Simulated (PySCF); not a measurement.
Br₄Ti, charge +1, doublet, at a GFN2-xTB geometry (such geometries of metal compounds can be far from the true shape) (the multiplicity is a formal guess); PySCF with CAMB3LYP/STO-3G.

PySCF was given this input:
```python
from pyscf import gto, scf, dft

mol = gto.M(
    atom='''
Ti   -0.000000   -0.000000   -0.000000
Br    1.853075   -0.535769   -1.362999
Br    0.728256    0.339164    2.221107
Br   -1.023839    1.971384   -0.802561
Br   -1.557492   -1.774778   -0.055547
''',
    basis='sto-3g',
    charge=1,
    spin=1,
    verbose=4,
)

mf = dft.UKS(mol)
mf.xc = 'camb3lyp'
mf.kernel()
mf.analyze()
```

The log (banner, timings and long lists left out):

```
PySCF version 2.14.0

[INPUT] verbose = 4
[INPUT] num. atoms = 5
[INPUT] num. electrons = 161
[INPUT] charge = 1
[INPUT] spin (= nelec alpha-beta = 2S) = 1
[INPUT] symmetry False subgroup None
[INPUT] Mole.unit = angstrom
[INPUT] Symbol           X                Y                Z      unit          X                Y                Z       unit  Magmom
[...]
nuclear repulsion = 1698.46805720283
number of shells = 40
number of NR pGTOs = 270
number of NR cGTOs = 90
basis = sto-3g
ecp = {}

******** <class 'pyscf.dft.uks.UKS'> ********
method = UKS
initial guess = minao
damping factor = 0
level_shift factor = 0
DIIS = <class 'pyscf.scf.diis.CDIIS'>
diis_start_cycle = 1
diis_space = 8
diis_damp = 0
SCF conv_tol = 1e-09
SCF conv_tol_grad = None
SCF max_cycles = 50
direct_scf = True
direct_scf_tol = 1e-13
number electrons alpha = 81  beta = 80
XC library pyscf.dft.libxc version 7.1.2
    S. Lehtola, C. Steigemann, M. J. T. Oliveira, and M. A. L. Marques,  SoftwareX 7, 1–5 (2018)
XC functionals = camb3lyp
    T. Yanai, D. P. Tew, and N. C. Handy,  Chem. Phys. Lett. 393, 51 (2004)
radial grids:
    Treutler-Ahlrichs [JCP 102, 346 (1995); DOI:10.1063/1.469408] (M4) radial grids

becke partition: Becke, JCP 88, 2547 (1988); DOI:10.1063/1.454033
pruning grids: <function nwchem_prune>
grids dens level: 3
symmetrized grids: False
atomic radii adjust function: <function treutler_atomic_radii_adjust>
small_rho_cutoff = 0
Set gradient conv threshold to 3.16228e-05
tot grids = 102600
init E= -11010.3919958608

cycle= 1 E= -11024.8665212099  delta_E= -14.5  |g|= 0.529  |ddm|= 2.24
cycle= 2 E= -11022.855795528  delta_E= 2.01  |g|= 2.11  |ddm|= 2.84
cycle= 3 E= -11025.1044483265  delta_E= -2.25  |g|= 0.152  |ddm|= 1.86
cycle= 4 E= -11025.1201344163  delta_E= -0.0157  |g|= 0.0194  |ddm|= 0.231
cycle= 5 E= -11025.1206457529  delta_E= -0.000511  |g|= 0.00473  |ddm|= 0.0596
cycle= 6 E= -11025.1206955735  delta_E= -4.98e-05  |g|= 0.00182  |ddm|= 0.0187
cycle= 7 E= -11025.1207151561  delta_E= -1.96e-05  |g|= 0.00125  |ddm|= 0.0165
cycle= 8 E= -11025.1207231077  delta_E= -7.95e-06  |g|= 0.000834  |ddm|= 0.00908
cycle= 9 E= -11025.1207327057  delta_E= -9.6e-06  |g|= 0.000737  |ddm|= 0.0129
cycle= 10 E= -11025.1207416941  delta_E= -8.99e-06  |g|= 0.000728  |ddm|= 0.0122
cycle= 11 E= -11025.1207363713  delta_E= 5.32e-06  |g|= 0.000729  |ddm|= 0.00721
cycle= 12 E= -11025.1206983881  delta_E= 3.8e-05  |g|= 0.000803  |ddm|= 0.0544
cycle= 13 E= -11025.1206862253  delta_E= 1.22e-05  |g|= 0.000715  |ddm|= 0.0193
cycle= 14 E= -11025.120650849  delta_E= 3.54e-05  |g|= 0.000597  |ddm|= 0.0646
cycle= 15 E= -11025.1205850911  delta_E= 6.58e-05  |g|= 0.0026  |ddm|= 0.144
cycle= 16 E= -11025.1205815934  delta_E= 3.5e-06  |g|= 0.00282  |ddm|= 0.00549
cycle= 17 E= -11025.1205721281  delta_E= 9.47e-06  |g|= 0.00341  |ddm|= 0.0142
cycle= 18 E= -11025.1205713939  delta_E= 7.34e-07  |g|= 0.00356  |ddm|= 0.00788
cycle= 19 E= -11025.1205894461  delta_E= -1.81e-05  |g|= 0.00238  |ddm|= 0.0187
cycle= 20 E= -11025.1206145273  delta_E= -2.51e-05  |g|= 0.000469  |ddm|= 0.0475
cycle= 21 E= -11025.1206144466  delta_E= 8.07e-08  |g|= 0.000592  |ddm|= 0.00861
cycle= 22 E= -11025.1206148936  delta_E= -4.47e-07  |g|= 0.00069  |ddm|= 0.027
cycle= 23 E= -11025.1206277209  delta_E= -1.28e-05  |g|= 0.000371  |ddm|= 0.0428
cycle= 24 E= -11025.1206393347  delta_E= -1.16e-05  |g|= 0.000414  |ddm|= 0.0473
cycle= 25 E= -11025.1206487957  delta_E= -9.46e-06  |g|= 0.000393  |ddm|= 0.0424
cycle= 26 E= -11025.120658061  delta_E= -9.27e-06  |g|= 0.00022  |ddm|= 0.0528
cycle= 27 E= -11025.1206638796  delta_E= -5.82e-06  |g|= 0.000313  |ddm|= 0.0644
cycle= 28 E= -11025.1206646216  delta_E= -7.42e-07  |g|= 0.000321  |ddm|= 0.0182
cycle= 29 E= -11025.1206641627  delta_E= 4.59e-07  |g|= 0.00015  |ddm|= 0.0233
cycle= 30 E= -11025.1206649105  delta_E= -7.48e-07  |g|= 0.000129  |ddm|= 0.0249
cycle= 31 E= -11025.1206651216  delta_E= -2.11e-07  |g|= 3.98e-05  |ddm|= 0.00969
cycle= 32 E= -11025.1206651713  delta_E= -4.97e-08  |g|= 1.92e-05  |ddm|= 0.00526
cycle= 33 E= -11025.1206651713  delta_E= 4.73e-11  |g|= 1.43e-05  |ddm|= 0.00543
Extra cycle  E= -11025.1206651717  delta_E= -4.4e-10  |g|= 1.99e-05  |ddm|= 9.38e-05
converged SCF energy = -11025.1206651717  <S^2> = 0.77011705  2S+1 = 2.0200169
**** SCF Summaries ****
Total Energy =                      -11025.120665171722067
Nuclear Repulsion Energy =            1698.468057202834416
One-electron Energy =               -18748.026905675600574
Two-electron Energy =                 6024.438183301043864
Two-electron Coulomb Energy =         6433.606290824120151
DFT Exchange-Correlation Energy =     -409.168107523076230
**** MO energy ****
                             alpha | beta                alpha | beta
[...]
To work with the spin densities directly, `use mulliken_meta_spin()` only printing them here.

 ** Mulliken spin pop alpha/beta on meta-lowdin orthogonal AOs **
 ** Mulliken Spin Density (per AO)  **
spin_pop of  0 Ti 1s       -0.00000
spin_pop of  0 Ti 2s        0.00000
spin_pop of  0 Ti 3s       -0.00001
spin_pop of  0 Ti 4s       -0.00954
spin_pop of  0 Ti 2px       0.00000
spin_pop of  0 Ti 2py       0.00000
spin_pop of  0 Ti 2pz       0.00000
spin_pop of  0 Ti 3px      -0.00003
spin_pop of  0 Ti 3py      -0.00003
spin_pop of  0 Ti 3pz      -0.00002
spin_pop of  0 Ti 4px      -0.00885
spin_pop of  0 Ti 4py      -0.00907
spin_pop of  0 Ti 4pz      -0.00807
spin_pop of  0 Ti 3dxy     -0.04046
spin_pop of  0 Ti 3dyz     -0.03058
spin_pop of  0 Ti 3dz^2    -0.02770
spin_pop of  0 Ti 3dxz     -0.02257
spin_pop of  0 Ti 3dx2-y2   -0.03296
spin_pop of  1 Br 1s        0.00000
spin_pop of  1 Br 2s        0.00000
spin_pop of  1 Br 3s        0.00001
spin_pop of  1 Br 4s        0.00106
spin_pop of  1 Br 2px       0.00000
spin_pop of  1 Br 2py       0.00000
spin_pop of  1 Br 2pz       0.00000
spin_pop of  1 Br 3px       0.00002
spin_pop of  1 Br 3py       0.00024
spin_pop of  1 Br 3pz       0.00012
spin_pop of  1 Br 4px       0.01968
spin_pop of  1 Br 4py       0.25729
spin_pop of  1 Br 4pz       0.12923
spin_pop of  1 Br 3dxy     -0.00000
spin_pop of  1 Br 3dyz     -0.00000
spin_pop of  1 Br 3dz^2    -0.00000
spin_pop of  1 Br 3dxz     -0.00000
spin_pop of  1 Br 3dx2-y2   -0.00000
spin_pop of  2 Br 1s        0.00000
spin_pop of  2 Br 2s        0.00000
spin_pop of  2 Br 3s        0.00001
spin_pop of  2 Br 4s        0.00043
spin_pop of  2 Br 2px       0.00000
spin_pop of  2 Br 2py       0.00000
spin_pop of  2 Br 2pz       0.00000
spin_pop of  2 Br 3px       0.00009
spin_pop of  2 Br 3py       0.00007
spin_pop of  2 Br 3pz       0.00001
spin_pop of  2 Br 4px       0.10022
spin_pop of  2 Br 4py       0.07769
spin_pop of  2 Br 4pz       0.00821
spin_pop of  2 Br 3dxy     -0.00000
spin_pop of  2 Br 3dyz     -0.00000
spin_pop of  2 Br 3dz^2    -0.00000
spin_pop of  2 Br 3dxz     -0.00000
spin_pop of  2 Br 3dx2-y2   -0.00000
spin_pop of  3 Br 1s        0.00000
spin_pop of  3 Br 2s        0.00000
spin_pop of  3 Br 3s        0.00001
spin_pop of  3 Br 4s        0.00106
spin_pop of  3 Br 2px       0.00000
spin_pop of  3 Br 2py       0.00000
spin_pop of  3 Br 2pz       0.00000
spin_pop of  3 Br 3px       0.00017
spin_pop of  3 Br 3py       0.00001
spin_pop of  3 Br 3pz       0.00020
spin_pop of  3 Br 4px       0.18456
spin_pop of  3 Br 4py       0.00837
spin_pop of  3 Br 4pz       0.21330
spin_pop of  3 Br 3dxy     -0.00000
spin_pop of  3 Br 3dyz     -0.00000
spin_pop of  3 Br 3dz^2    -0.00000
spin_pop of  3 Br 3dxz     -0.00000
spin_pop of  3 Br 3dx2-y2   -0.00000
spin_pop of  4 Br 1s        0.00000
spin_pop of  4 Br 2s        0.00000
spin_pop of  4 Br 3s        0.00001
spin_pop of  4 Br 4s        0.00043
spin_pop of  4 Br 2px       0.00000
spin_pop of  4 Br 2py       0.00000
spin_pop of  4 Br 2pz       0.00000
spin_pop of  4 Br 3px       0.00009
spin_pop of  4 Br 3py       0.00007
spin_pop of  4 Br 3pz       0.00001
spin_pop of  4 Br 4px       0.10110
spin_pop of  4 Br 4py       0.07785
spin_pop of  4 Br 4pz       0.00828
spin_pop of  4 Br 3dxy     -0.00000
spin_pop of  4 Br 3dyz     -0.00000
spin_pop of  4 Br 3dz^2    -0.00000
spin_pop of  4 Br 3dxz     -0.00000
spin_pop of  4 Br 3dx2-y2   -0.00000
 ** Mulliken Spin Density (per atom)  **
spin density of  0 Ti =     -0.18989
spin density of  1 Br =      0.40764
spin density of  2 Br =      0.18674
spin density of  3 Br =      0.40767
spin density of  4 Br =      0.18784
 ** Mulliken pop alpha/beta on meta-lowdin orthogonal AOs **
 ** Mulliken pop       alpha | beta **
In total            81.00000 | 80.00000
 ** Mulliken atomic charges   ( Nelec_alpha | Nelec_beta ) **
charge of  0Ti =      0.94211  (    10.43400     10.62389 )
charge of  1Br =      0.06392  (    17.67186     17.26422 )
charge of  2Br =     -0.03520  (    17.61097     17.42423 )
charge of  3Br =      0.06393  (    17.67187     17.26420 )
charge of  4Br =     -0.03475  (    17.61130     17.42346 )

WARN: System has nonzero charge 1; the dipole moment is origin-dependent.
Location of origin: [0. 0. 0.]

Dipole moment(X, Y, Z, Debye):  0.41925,  0.72801, -1.10448
```
